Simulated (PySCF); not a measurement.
Pb(Cl)2 cation (Cl2Pb), SMILES [Cl][Pb][Cl] (connectivity only; charge and spin as stated), charge +1, multiplicity 2. Atoms are numbered in the order given.

```xyz
3

Pb     0.0000     0.0000     0.6313
Cl     0.0000    -1.3504    -1.5225
Cl     0.0000     1.3504    -1.5225
```
Charge +1, spin multiplicity 2.

Geometry: r2SCAN-D4/def2-TZVP. The spin state was assumed, not searched. The isomer is the one that the SMILES or the coordinates give; other isomers of the formula were not compared. The def2 effective core potentials stand for the cores of Pb; spin–orbit coupling is left out.

The numbers are results of PySCF with r2SCAN/def2-TZVPD, not measurements.

Mulliken values depend strongly on the basis, most of all with diffuse functions as here. ESP charges are fitted to the potential on shells at 1.4 to 2.0 van der Waals radii. Atomic charges (e):

```
atom  Mulliken  ESP fit  Mulliken spin
----  --------  -------  -------------
Pb1       1.21     0.97          -0.03
Cl2      -0.11     0.01           0.52
Cl3      -0.11     0.01           0.52
```
